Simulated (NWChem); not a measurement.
System: MnHOCl, sextet; SMILES [OH][Mn][Cl]

Here is an NWChem input.

```
start job
memory heap 200 mb stack 900 mb global 1100 mb
geometry units angstroms noautoz
  Mn    -0.018778    -0.452148    -0.000003
  Cl     0.052984     1.733656     0.000002
  O     -0.218254    -2.231967     0.000000
  H      0.434973    -2.950333     0.000001
end
basis spherical
  * library def2-tzvp
end
dft
  odft
  mult 6
  xc m05-2x
  iterations 150
  mulliken
end
task dft energy
```

Coordinates come from a PBE-D3(BJ)/def2-SVP, spin-unrestricted optimisation. This spin state was assumed; another may lie lower. No stability test was run on the SCF state.

Predict the main results of this run. (M05-2X/def2-TZVP, spin-unrestricted.) Quantities: energy (Ha); highest occupied level (eV); lowest empty minus highest occupied level, either spin (eV); dipole (D); <S²>.


| Property | Value |
|---|---|
| energy (Ha) | -1687.11 |
| highest occupied level (eV) | -9.66 |
| lowest empty minus highest occupied level, either spin (eV) | 6.98 |
| dipole (D) | 2.44 |
| <S²> | 8.76 |
